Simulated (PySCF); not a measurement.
# Radial density of As (arsenic, neutral)

M06-2X, [Ar] 3d10 4s2 4p3, high-spin 4S determinant. All numbers are calculated (PySCF 2.14, a scalar-relativistic core potential, in cc-pVTZ-PP with ECP10MDF). This is the valence pseudo-density: the core potential removes the inner electrons and smooths the orbitals near the nucleus.

```csv
r (bohr),4πr²ρ (e/bohr),4πr²(ρα − ρβ)
0.000991,2.970e-05,0.0000
0.00167,8.345e-05,0.0000
0.00280,0.0002316,0.0000
0.00471,0.0006228,0.0000
0.00793,0.001555,0.0000
0.0133,0.003450,0.0000
0.0224,0.006964,0.0000
0.0377,0.01431,0.0000
0.0635,0.06475,-0.0001
0.107,0.5529,-0.0010
0.180,3.763,-0.0009
0.302,16.33,0.0781
0.508,30.72,0.1594
0.855,13.64,0.0186
1.44,3.514,1.0192
2.42,1.964,1.2477
4.07,0.3507,0.2722
6.84,0.008632,0.0079
```

Energies and moments cover only the electrons outside the core potential.
